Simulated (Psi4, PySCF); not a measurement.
ClCrO₂, charge +1, singlet, geometry from GFN2-xTB (such geometries of metal compounds can be far from the true shape) (the multiplicity is a formal guess). Base run: PySCF with B3LYP/6-31G, TDA.

Input for PySCF:
```python
from pyscf import gto, scf, dft, tdscf

mol = gto.M(
    atom='''
Cr    0.31047473   -0.01152195    0.39068317
O     1.50411853   -0.66954312   -0.34024619
O    -0.51397488   -0.99494616    1.25392981
Cl   -0.90426722    0.79955535   -0.98152148
''',
    basis='6-31g',
    charge=1,
    verbose=3,
)

mf = dft.RKS(mol)
mf.xc = 'b3lyp'
mf.kernel()
td = mf.TDA()
td.nstates = 5
td.kernel()
td.analyze()
```

Programs used: Psi4, PySCF; a row that names a program was run with it.

Each row names what was changed in the base input (with any setting that the change needs).

```csv
change,first excitation (eV),oscillator strength of the first,second (eV)
base,1.87,0.000,2.37
code = psi4,1.87,0.000,2.37
states = triplets,[?],-,[?]
basis = 6-31G*,1.95,0.000,2.46
nstates = 10,1.87,0.000,2.37
functional = pbe,[?],0.000,[?]
response = full linear response,1.86,0.000,2.35
conv_tol = 1e-3,1.87,0.000,2.37
basis = cc-pVDZ,1.92,0.000,2.44
functional = hf,[?],0.000,[?]
```

**Question.** Some entries are withheld; supply them.

**Answer.** 
- states = triplets, first excitation (eV): 1.60
- states = triplets, second (eV): 1.99
- functional = pbe, first excitation (eV): 1.64
- functional = pbe, second (eV): 2.30
- functional = hf, first excitation (eV): 2.17
- functional = hf, second (eV): 2.22

An iterative solver can miss low states, so a row lists the states that it found.
